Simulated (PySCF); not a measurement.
## How methods differ on the excitation energy of Ge

Ge [Ar] 3d10 4s2 4p2 (3P) → Ge [Ar] 3d10 4s1 4p2 5s1 (5P), as a difference of total energies. Computed with PySCF 2.14 in aug-cc-pwCVDZ-PP with ECP10MDF, with a scalar-relativistic core potential. Correlated levels: valence: 3s2 3p6 3d10 frozen. The calculations carry no spin-orbit coupling.

```
           method  excitation energy (cm⁻¹)
              UHF                     75032
    MP2 (valence)                     81890
SCS-MP2 (valence)                     84251
   CCSD (valence)                     84017
CCSD(T) (valence)                     84226
```

The upper state lies above the first ionisation limit, but in LS coupling its spin forbids autoionisation to the ground ion. A Rydberg-like electron needs more diffuse functions than a valence basis has.

The promoted electron is Rydberg-like, and one or two diffuse shells describe it only roughly, which tends to raise the upper state.
